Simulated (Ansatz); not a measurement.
V3O2⁺, 5 atoms. Hardware: 4 threads of Arm Neoverse V2 on a shared host.

Correlated methods freeze 17 core orbitals; core or outer-core shells of V are correlated, in sets that lack core-valence functions.

**Question.** How many basis functions does each of these Ansatz runs have, and roughly what does it cost? r2SCAN-D4/def2-TZVP, charge 1 singlet, energy, from earlier orbitals; LC-ωPBE/def2-TZVP, charge 1 singlet, energy, from earlier orbitals; PBE0-D4/def2-TZVP, charge 1 singlet, energy, from earlier orbitals; PBE-D4/def2-SVP, charge 1 singlet, relaxation, 23 steps; PBE-D4/def2-SVP, charge 1 singlet, energy, from earlier orbitals; RPA@PBE/def2-TZVP, charge 1 singlet, energy, from earlier orbitals; PBE-D4/def2-TZVP, charge 1 singlet, energy and forces, from earlier orbitals; CCSD(T)/def2-TZVP, charge 1 singlet, energy, from earlier orbitals; HF/STO-3G, charge 1 singlet, energy; PBE-QIDH/def2-TZVP, charge 1 singlet, energy, from earlier orbitals; PBE0-D4/def2-SVP, charge 1 singlet, energy, from earlier orbitals; ωB97M-V/def2-TZVP, charge 1 singlet, energy, from earlier orbitals.

**Answer.** Other jobs shared the machine, so times can vary by a factor of up to 3. A dash marks memory too small to be measured apart from the calling script's.

| run | functions | fitting or Cholesky vectors | wall time | peak host memory (GiB) |
| --- | --- | --- | --- | --- |
| HF/STO-3G, charge 1 singlet, energy | 64 | 914 | 1.3 s | – |
| PBE-D4/def2-SVP, charge 1 singlet, energy, from earlier orbitals | 121 | 1432 | 2.2 s | – |
| PBE0-D4/def2-SVP, charge 1 singlet, energy, from earlier orbitals | 121 | 1307 | 3.1 s | – |
| PBE-D4/def2-TZVP, charge 1 singlet, energy and forces, from earlier orbitals | 197 | 1604 | 3.8 s | – |
| r2SCAN-D4/def2-TZVP, charge 1 singlet, energy, from earlier orbitals | 197 | 1604 | 7.5 s | – |
| PBE0-D4/def2-TZVP, charge 1 singlet, energy, from earlier orbitals | 197 | 1823 | 8.5 s | 0.76 |
| LC-ωPBE/def2-TZVP, charge 1 singlet, energy, from earlier orbitals | 197 | 1604 | 14 s | 0.76 |
| PBE-QIDH/def2-TZVP, charge 1 singlet, energy, from earlier orbitals | 197 | 1602 | 19 s | 0.64 |
| RPA@PBE/def2-TZVP, charge 1 singlet, energy, from earlier orbitals | 197 | 1602 | 29 s | 0.99 |
| PBE-D4/def2-SVP, charge 1 singlet, relaxation, 23 steps | 121 | 1432 | 38 s | – |
| ωB97M-V/def2-TZVP, charge 1 singlet, energy, from earlier orbitals | 197 | 1661 | 66 s | 1.2 |
| CCSD(T)/def2-TZVP, charge 1 singlet, energy, from earlier orbitals | 197 | 1602 | 7.1 min | 3 |
